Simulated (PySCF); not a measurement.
A calculated (UHF, PySCF 2.14, x2c-SVPall, scalar relativity by spin-free X2C-1e) atom or ion has these occupied shells.

| shell | electrons | orbital energy (eV) | rms radius, mean of both spins (bohr) |
| --- | --- | --- | --- |
| 1s α | 1 | -2510.2 | 0.112 |
| 1s β | 1 | -2509.7 | 0.112 |
| 2s α | 1 | -246.20 | 0.517 |
| 2s β | 1 | -245.70 | 0.517 |
| 2p α | 3 | -182.01 | 0.491 |
| 2p β | 3 | -181.13 | 0.491 |
| 3s α | 1 | -26.697 | 1.86 |
| 3s β | 1 | -20.871 | 1.86 |
| 3p α | 3 | -12.327 | 2.20 |
| 3p β | 1 | -9.989 | 2.20 |

(1) Name the element and its charge.

Answers

(1) S (sulfur, neutral), in [Ne] 3s2 3p4, high-spin 3P determinant.
